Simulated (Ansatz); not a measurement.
C2H4, charge -1, doublet, at a GFN2-xTB geometry (a state made from the parent by changing its charge; the spin is typed, not shown lowest) (a gas-phase anion, which may not be bound at this level); CCSD(T)/def2-SVP run with Ansatz (a program for electronic structure).

Here is a job for Ansatz.
Ansatz 0.2 input:
```yaml
crystal:
  periodic: [false, false, false]
  atoms:
    - {symbol: C, position_ang: [-0.68819509, -0.07696176, 0.22450346]}
    - {symbol: C, position_ang: [0.68819509, 0.07696176, -0.22450346]}
    - {symbol: H, position_ang: [-1.31523984, 0.82330307, 0.08745854]}
    - {symbol: H, position_ang: [-1.20561184, -0.96241631, -0.18864705]}
    - {symbol: H, position_ang: [1.31523984, -0.82330307, -0.08745854]}
    - {symbol: H, position_ang: [1.20561184, 0.96241631, 0.18864705]}
basis:
  gaussian:
    orbitals: def2-SVP
total_charge: -1
magnetization: {spin_polarized: true, initial_magnetization: 1}
correlation: {method: ccsd_t}
```

Output, abridged:

```
Functional definition: HF
504 factors; integrals over basis functions are off by at most 1.2e-3 eV
mean field evaluation 1: about -2117.7722 eV, gradient 1.1e1 eV
mean field evaluation 2: about -2117.7738 eV, gradient 1.1e1 eV
mean field evaluation 4: about -2118.7634 eV, gradient 6.2e-1 eV
mean field evaluation 8: about -2118.7702 eV, gradient 5.6e-2 eV
mean field evaluation 16: about -2118.7671 eV, gradient 3.0e-1 eV
mean field evaluation 32: about -2114.9721 eV, gradient 5.1e0 eV
mean field -2118.77025894 eV, -77.8633708620 hartree, gradient 1.5e-6 eV, S^2 0.764398; 0 other end points of the search recorded, 0 dependent functions left out
2 core orbitals not correlated
reference -2118.77025894 eV, -77.8633708620 hartree; 7, 6 occupied and 39, 40 virtual orbitals, 504 factors
second order -7.68761510 eV of doubles, -0.00000000 eV of singles
cycle   1  -8.21641107 eV  change   -5.3e-1 eV  update   6.0e-2
cycle   2  -8.45209274 eV  change   -2.4e-1 eV  update   1.9e-2
cycle   3  -8.48399237 eV  change   -3.2e-2 eV  update   6.3e-3
cycle   4  -8.48369549 eV  change    3.0e-4 eV  update   2.0e-3
cycle   5  -8.48343699 eV  change    2.6e-4 eV  update   7.7e-4
cycle   6  -8.48350723 eV  change   -7.0e-5 eV  update   3.3e-4
cycle   7  -8.48355184 eV  change   -4.5e-5 eV  update   1.8e-4
cycle   8  -8.48351904 eV  change    3.3e-5 eV  update   9.3e-5
cycle   9  -8.48350909 eV  change    1.0e-5 eV  update   4.3e-5
cycle  10  -8.48351679 eV  change   -7.7e-6 eV  update   1.5e-5
perturbative correction -0.25271054 eV, -0.0092869409 hartree
Total energy: -2127.50648627 eV, -78.1844212947 hartree
```
